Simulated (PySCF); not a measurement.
Isomers of C2H8O3Si2, one conformer each. Computed with core-valence-separated Tamm–Dancoff BHandHLYP/aug-pcX-1 (pcseg-1 on H, def2-SVPD on Si) in PySCF, non-relativistic, gas phase, PBE0-D3(BJ)/def2-SVP geometry. The energies are unshifted.

P. `[SiH3]O[SiH]1OCCO1`
Q. `COC(=O)[SiH2]O[SiH3]`

Main lines, eV (oscillator strength):
1. C K: 284.4 (0.080), 286.8 (0.048), 287.8 (0.038), 288.1 (0.033), 289.2 (0.013); O K: 529.1 (0.046), 532.5 (0.021), 533.6 (0.027), 534.0 (0.006), 534.2 (0.015)
2. C K: 286.9 (0.075), 287.2 (0.033), 287.6 (0.067); O K: 532.6 (0.006), 533.2 (0.009), 533.6 (0.018), 533.9 (0.031), 534.0 (0.010)
Listed: the first five lines at most of each edge with a tenth or more of its strongest line's intensity; roots within 0.03 eV on the same or equivalent atoms are summed. Only the lowest roots were sought, and the top ones are left out.

Question: Which spectrum belongs to which isomer?

Answer: 1 = Q, 2 = P.
- P: first C line listed at 286.9 eV, hole on the sp3 carbon bound to oxygen; first O line listed at 532.6 eV, hole on the siloxane oxygen.
- Q: first C line listed at 284.4 eV, hole on the carbonyl carbon (1s→π*); first O line listed at 529.1 eV, hole on the carbonyl oxygen (1s→π*).

Question: What are the ground-state energies of the isomers at BHandHLYP/aug-pcX-1 (pcseg-1 on H, def2-SVPD on Si), relative to the lowest?

Answer: P 0.0, Q 196.0 kJ/mol (electronic energies on these geometries, no dispersion or zero-point terms).
